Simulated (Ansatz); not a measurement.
A nudged elastic band was laid between two geometries of H2 + H7NOSi2 (13 atoms, charge 0, multiplicity 1).

Level of theory: Ansatz, RKS B3LYP-D4/6-31G*.

```json
{
 "movable images": "7",
 "climbing image": "yes",
 "spring": "5.0 eV/Å²",
 "optimiser": "quadratic models (default)",
 "start path": "through a guess of the saddle point",
 "force threshold": "0.05 eV/Å",
 "iteration limit": "60",
 "end points": "relaxed"
}
```

First end point:

```xyz
13
Properties=species:S:1:pos:R:3
Si -0.277 0.155 -0.044
O -0.349 -0.213 1.576
Si -1.380 -0.307 2.862
H -2.240 -1.520 2.769
H -0.581 -0.377 4.112
H -2.268 0.889 2.920
H 1.164 0.237 -0.369
H -0.993 1.439 -0.261
N -0.994 -0.984 -1.115
H -0.576 -1.895 -1.261
H -1.998 -1.017 -1.243
H 1.626 -2.949 1.913
H 1.247 -2.311 1.870
```

Last end point:

```xyz
13
Properties=species:S:1:pos:R:3
Si 0.664 -0.233 -0.329
O -1.221 -1.600 1.890
Si -1.636 -0.609 3.178
H -1.760 -1.389 4.441
H -0.634 0.469 3.397
H -2.948 -0.024 2.819
H 1.511 0.211 -1.469
H 0.443 0.909 0.597
N -0.834 -0.792 -0.986
H -1.476 -1.235 -0.337
H -0.827 -1.260 -1.885
H 1.472 -1.238 0.446
H -0.373 -2.061 1.965
```

(1) Which bonds break or form, and what moves?

(2) What energy profile does the band end with?

(3) What is the geometry of the highest image?

## Answers

(1) Bonds broken: Si1–O2, H12–H13. Bonds formed: Si1–H12, O2–H13. H2 + H7NOSi2 becomes H4OSi + H5NSi.

(2) The forces met the threshold. The highest image is number 4 of 0 to 8, 2.58 eV above the first end and 1.56 eV above the last; the last end lies 1.02 eV above the first. Neighbouring images differ by up to 2.3 eV, so the band resolves the path poorly. A vibrational analysis at the climbing image gives one clearly imaginary mode, 1426i cm⁻¹: a first-order saddle point. The orbitals stay closed-shell, which can raise the energy where a bond breaks towards radicals; this wasn't checked here.

```tsv
image	path coordinate (Å)	energy (eV)	Si1–O2 (Å)	H12–H13 (Å)	Si1–H12 (Å)
0	0.00	0.00	1.66	0.74	4.13
1	1.76	0.00	1.66	0.74	4.15
2	3.52	0.09	1.65	0.74	3.78
3	5.27	0.26	1.67	0.74	3.05
4	7.03	2.58	1.97	0.99	1.75
5	8.43	1.07	2.88	2.01	1.51
6	9.84	1.04	3.32	2.28	1.51
7	11.24	1.03	3.17	2.77	1.50
8	12.64	1.02	3.22	2.53	1.50
```

(3) 
```xyz
13
Properties=species:S:1:pos:R:3
Si 0.069 -0.305 -0.011
O -0.449 -1.060 1.736
Si -1.434 -0.566 2.990
H -2.773 -1.202 2.854
H -0.826 -0.984 4.280
H -1.610 0.913 2.993
H 1.026 -0.063 -1.141
H -0.305 1.061 0.435
N -1.005 -1.379 -0.796
H -1.700 -1.934 -0.317
H -0.896 -1.608 -1.774
H 1.488 -0.748 0.904
H 0.799 -0.974 1.575
```

The run took 7.5 min on 2 threads of Arm Neoverse V2, with other jobs on the host, peak memory 0.19 GiB.
